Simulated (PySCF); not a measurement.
Isomers of CH3BO. Gas-phase values, no solvent. One relaxed conformer stands for each flexible species; it need not be the lowest. Strings in code marks are SMILES.

The HOMO–LUMO gap from two functionals at the same geometries (B3LYP-D3(BJ)/def2-TZVP), both in PySCF: PBE-D3(BJ)/def2-TZVP and B3LYP-D3(BJ)/def2-TZVP. B3LYP has the VWN-RPA correlation part, as in Gaussian. 

```tsv
species	PBE-D3(BJ)/def2-TZVP (eV)
`[H]/B=C/O` (B–C–O–H torsion 0°)	1.70
`O=CB` (H–B–C–O torsion 86°)	3.24
`B1CO1`	5.54
`CB=O`	7.86
`C=BO` (C–B–O–H torsion 180°)	4.18
```

Task: What does B3LYP-D3(BJ)/def2-TZVP give for each?

Result: 
- `[H]/B=C/O` (B–C–O–H torsion 0°): 3.41
- `O=CB` (H–B–C–O torsion 86°): 5.22
- `B1CO1`: 7.45
- `CB=O`: 9.49
- `C=BO` (C–B–O–H torsion 180°): 5.56
Over these rows, drawn at random from the members with no instability flagged (it was tested for open shells, ions and some series alone), PBE minus B3LYP-D3(BJ): mean -1.72 eV, from -1.98 eV to -1.38 eV.
